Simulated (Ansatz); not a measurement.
`[CH3][GeH]([OH])[F]` → CH₄ + `[OH][Ge][F]` at 500 K and 1 bar (germylene formation by 1,1-elimination).

Gas-phase electronic energies from Ansatz, PBE0-D4/def2-TZVP geometries. CBS: MP2 limit from def2 TZ/QZ plus the TZ coupled-cluster correction, frozen cores. This one scheme is used for every species. For Ge outer-core shells are correlated without core-valence functions, which leaves a few kJ/mol of doubt a bond. Scalar relativity is left out up to krypton. Each species was taken in one conformer, which may not be the lowest.

| species | CCSD(T)/CBS energy (Eh) | H − E (kJ/mol) | S (J/(mol·K)) |
| --- | --- | --- | --- |
| `[CH3][GeH]([OH])[F]` | -2292.21807 | 202.0 | 392.1 |
| CH₄ | -40.46206 | 135.6 | 206.8 |
| `[OH][Ge][F]` | -2251.74560 | 65.5 | 312.0 |

H − E and S are ideal-gas, rigid-rotor, harmonic terms from PBE0-D4/def2-TZVP, for one conformer and one mirror image of each species. 1 Eh = 2625.50 kJ/mol, R = 8.31446 J/(mol·K).

Task: By hand: ΔE, ΔH, ΔS and ΔG.

Result: ΔE = (-40.46206) + (-2251.74560) − (-2292.21807) = 0.01041 Eh = 27.3 kJ/mol. Δ(H − E) = 135.6 + 65.5 − 202.0 = -0.9, so ΔH = 26.4 kJ/mol. ΔS = 206.8 + 312.0 − 392.1 = 126.7 J/(mol·K). ΔG = 26.4 − 500 × (126.7)/1000 = -37.0 kJ/mol.

Task: By hand: the equilibrium constant, and the temperature at which ΔG would vanish if ΔH and ΔS stayed fixed.

Result: log₁₀ K = −ΔG/(RT ln 10) = 3.9. ΔG = 0 at ΔH/ΔS = 208 K.

The number of gas molecules changes by +1, which sets the sign of ΔS. A doubt of 5 kJ/mol in ΔE shifts log₁₀ K by 0.5 here. Other conformers and mirror images would add mixing entropy, several J/(mol·K) or more a flexible species. These are equilibria of isolated gas molecules and say nothing of rates. Largest T1 diagnostic: 0.015 (customary marks: 0.02 for closed shells, 0.045 for open ones).
